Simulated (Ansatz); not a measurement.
**Ligand exchange: Sn(CH3)Cl + InH2(SH) → Sn(CH3)(SH) + InH2Cl**

Gas-phase species: Sn(CH3)Cl, singlet; InH2(SH), singlet; Sn(CH3)(SH), singlet; InH2Cl `[Cl][InH2]`, singlet. The partners trade Cl for SH: Sn–Cl and In–SH bonds give way to Sn–SH and In–Cl.

Shapes, held fixed at every level: PBE0-D4/def2-TZVP. Flexible molecules stand in one conformer, not always the lowest. Programs: Ansatz 0.2.0. The zero-point and thermal change to 298 K, harmonic and unscaled (PBE0-D4/def2-TZVP), is +0.5 kJ/mol.

| level | kind | ΔH(298 K) (kJ/mol) | less CCSD(T)/def2-TZVPP |
| --- | --- | --- | --- |
| HF/def2-SVP | Hartree–Fock | -0.4 | -1.3 |
| HF/def2-TZVPP | Hartree–Fock | +2.0 | +1.1 |
| PBE0-D4/def2-TZVPP | global hybrid | +1.3 | +0.4 |
| wB97M-V/def2-TZVPP | range-separated hybrid | +2.8 | +1.9 |
| wB97X-V/def2-TZVPP | range-separated hybrid | +3.2 | +2.3 |
| B2PLYP/def2-TZVPP | double hybrid | +1.9 | +1.0 |
| MP2/def2-SVP | perturbation theory | -3.2 | -4.1 |
| CCSD(T)/def2-TZVPP | coupled cluster or CI | +0.9 | 0.0 |

The highest level, CCSD(T)/def2-TZVPP, gives ΔH(298 K) = +0.9 kJ/mol; the levels span -3.2 to +3.2. That is about zero within the method's error. They disagree on the sign: 6 of 8 are positive. The column of differences is taken from that level and isn't an error. No measured value is set beside it here. For atoms past krypton def2 sets carry core potentials with scalar relativity. Outer-core shells of In, Sn are correlated, in sets that cover them unevenly.
